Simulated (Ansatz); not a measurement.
Reactions of FH3S3Ti (`[F][Ti]([SH])([SH])[SH]`).

Computed with Ansatz on PBE0-D4/def2-TZVP structures; ΔE is electronic, products minus reactants. CBS: MP2 limit from def2 TZ/QZ plus the TZ coupled-cluster correction, frozen cores. This one scheme is used for every species. DFT in def2-TZVPP. B3LYP here is the variant with VWN-RPA as its local correlation; programs differ in this. For Ti outer-core shells are correlated without core-valence functions, which leaves a few kJ/mol of doubt a bond. Scalar relativity is left out up to krypton. One conformer a species, not always the lowest.

```
                                                                                 reaction  B3LYP-D4 (kcal/mol)  B2PLYP (kcal/mol)  PBE0-D4 (kcal/mol)  MP2/CBS(def2) (kcal/mol)  CCSD(T)/CBS(def2) (kcal/mol)
                         `[F][Ti]([SH])([SH])[SH]` + H–F → `[F][Ti]([F])([SH])[SH]` + H₂S                -17.3              -16.1               -15.7                      -9.2                         -13.7
                       `[F][Ti]([SH])([SH])[SH]` + HCl → `[SH][Ti]([SH])([SH])[Cl]` + H–F                  4.8                3.3                 3.7                      -3.2                           1.4
                       `[F][Ti]([SH])([SH])[SH]` + H₂O → `[OH][Ti]([SH])([SH])[SH]` + H–F                 10.2               10.2                 9.8                       7.6                           8.4
                   `[F][Ti]([SH])([SH])[SH]` + `CBS` → `[SH][Ti]([SH])([SH])[SH]` + `CBF`                  5.4                3.5                 6.3                      -0.7                           3.4
                       `[F][Ti]([SH])([SH])[SH]` + H₂S → `[SH][Ti]([SH])([SH])[SH]` + H–F                 19.5               17.9                17.7                       9.9                          15.4
`[F][Ti]([SH])([SH])[SH]` + `C[NH][AlH][F]` → `[F][Ti]([F])([SH])[SH]` + `C[NH][AlH][SH]`                  1.4                3.4                -0.3                       7.4                           3.5
```

Largest T1 diagnostic: 0.029, for `[SH][Ti]([SH])([SH])[SH]`, so its coupled-cluster energy is less sure.
